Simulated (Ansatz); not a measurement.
```yaml
crystal:
  periodic: [false, false, false]
  atoms:
    - {symbol: Ag, position_ang: [-0.826827, -1.856251, 0.370347]}
    - {symbol: Ag, position_ang: [-0.504593, 2.635186, 0.577703]}
    - {symbol: Ag, position_ang: [2.107648, 1.533823, 0.868562]}
    - {symbol: Ag, position_ang: [1.060770, -1.668429, -1.907078]}
    - {symbol: Ag, position_ang: [1.843713, -1.247315, 0.794507]}
    - {symbol: Ag, position_ang: [-1.566300, -0.587232, -2.180969]}
    - {symbol: Ag, position_ang: [-2.285724, 0.495807, 0.343450]}
    - {symbol: Cu, position_ang: [0.248313, 0.426846, -0.634721]}
    - {symbol: Cu, position_ang: [-0.076988, 0.267554, 1.768189]}
basis:
  gaussian: {orbitals: def2-SVP, initial_orbitals: start.molden}
magnetization: {spin_polarized: true, initial_magnetization: 1}
hamiltonian: {xc: {name: wB97M-V}}
scf: {omitted_lower_state_checks: [starts]}
output: {forces: true, orbitals: {seedname: orbitals}}
```

The file start.molden holds the orbitals of an earlier run on this structure, at another level or in another basis.

```sh
$ ansatz run in.yaml --threads 6 --pin off --events-out ev --progress --plain --max-ram 7833MiB
```

Problem. Does this run fit into the memory that it is given?

Solution. No. It has 279 basis functions, and Ansatz plans for 10 GiB where 8 GiB are given.
